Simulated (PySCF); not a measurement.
AlH₂F, SMILES [F][AlH2]. Geometry optimised at TPSSh-D3(BJ)/def2-TZVP.

PySCF with TDDFT-B3LYP/def2-TZVPD puts the lowest singlet excitations at 5.77, 7.31, 7.96, 8.18, 8.36, 8.61 eV and the lowest triplet (TDA) at 5.29 eV.

### Question
What are the lowest singlet roots from EOM-CCSD/aug-cc-pVDZ run with PySCF? (An estimate is asked for; the answer gives what the named calculation found.)

### Answer
6.08, 7.94, 8.71, 8.81, 9.14, 9.53 eV; triplets 5.74, 7.25, 7.41 eV. S1 differs by 0.32 eV (second minus first; roots are paired by order, and the bases may differ).
